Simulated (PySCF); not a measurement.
```xyz
4
charge 0 multiplicity 1, angstrom
La    0.0000    0.0000    0.0140
H     2.0113    0.0000   -0.6435
H    -1.0056    1.7418   -0.6435
H    -1.0057   -1.7418   -0.6435
```

Method: PBE0 in PySCF with La def2-TZVP with ECP46, H def2-TZVP; scalar-relativistic core potentials, no spin–orbit coupling; density-fitted integrals.

This geometry of LaH₃ is a stationary point at this level.

Problem. What is the point group?

Solution. C3v.

Problem. Is it a minimum?

Solution. Yes: all harmonic wavenumbers are real.

Problem. Which band is strongest in the infrared?

Solution. 1367 cm⁻¹ (e), 2086 km/mol.

Problem. What are the dipole moment and the gap between the highest occupied and lowest empty levels?

Solution. 4.84 D and 4.75 eV.

Problem. Give the atomic charges and bond orders.

Solution. 
| atom | Mulliken | Löwdin | polar tensor | Mayer order to La1 |
| --- | --- | --- | --- | --- |
| La1 | 0.87 | 0.64 | 1.69 | – |
| H2,3,4 | -0.29 | -0.21 | -0.56 | 0.91 |

Stability towards spin polarisation was not tested. Only a few start shapes were tried, so a lower isomer may exist.
